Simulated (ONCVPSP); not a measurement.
**Configuration tests for F (ONCV)**

```json
{
 "Element": "F (Z = 9)",
 "Generator": "ONCVPSP 4.0.1",
 "Type": "optimised norm-conserving Vanderbilt (ONCV)",
 "Functional": "LDA (Perdew-Wang 92)",
 "Relativity": "scalar-relativistic",
 "Frozen core": "[He]",
 "Valence charge": "7",
 "Reference configuration": "2s2 2p5",
 "Partial waves": "2s: rc 0.65 bohr, ncon 4, nbas 8, qcut 8.1 1/bohr, 1 projector; 2p: rc 1.00 bohr, ncon 4, nbas 8, qcut 12.9 1/bohr, 2 projectors, debl 3.1 Ha",
 "Local potential": "polynomial inside 0.45 bohr (lpopt 5, dvloc0 1 Ha)",
 "Core correction": "Teter function, fcfact 2.75, rcfact 1.6"
}
```

Energies are relative to the spin-unpolarised reference configuration 2s2 2p5; without spin polarisation the order of configurations can differ from experiment.

Question: Give the all-electron excitation energy and the error of the potential for: 2s2 2p4; 2s2 2p3; 2s2 2p2; 2s2 2p1.

Answer:

| valence configuration | charge | ΔE all-electron (eV) | error AE − PS (meV) |
| --- | --- | --- | --- |
| 2s2 2p4 | +1 | 19.558 | +4.4 |
| 2s2 2p3 | +2 | 58.076 | +47 |
| 2s2 2p2 | +3 | 118.816 | +198 |
| 2s2 2p1 | +4 | 204.693 | +590 |
